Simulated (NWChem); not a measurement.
Species: BNH5 cation; SMILES [NH3+]B

Computed with NWChem. Pople sets run with spherical d functions. Coordinates come from a PBE-D3(BJ)/def2-SVP optimisation. B3LYP is NWChem's, with the RPA form of VWN correlation. Vertical excitations in the gas phase; the lowest state need not have the same character in each row.

```
level                         lowest excitation, singlet (eV)  oscillator strength of that lowest state  lowest state with f > 0.02, singlet (eV)  oscillator strength of that bright state  lowest triplet (eV)  orbital gap (eV)
----------------------------  -------------------------------  ----------------------------------------  ----------------------------------------  ----------------------------------------  -------------------  ----------------
PBE/6-31G*, full TDDFT                                   5.91                                     0.000                                      7.79                                     0.044                 4.97              5.71
B3LYP/6-31G*, full TDDFT                                 6.18                                     0.000                                      8.15                                     0.047                 5.34              7.94
LRC-wPBEh/6-31G*, full TDDFT                             6.15                                     0.000                                      8.19                                     0.051                    ?                 ?
CAM-B3LYP/6-31G*, full TDDFT                             6.18                                     0.000                                      8.24                                     0.049                 5.34             11.14
```

Q: Complete the blanks.

A: 
- LRC-wPBEh/6-31G*, full TDDFT, lowest triplet (eV): 5.19
- LRC-wPBEh/6-31G*, full TDDFT, orbital gap (eV): 12.12
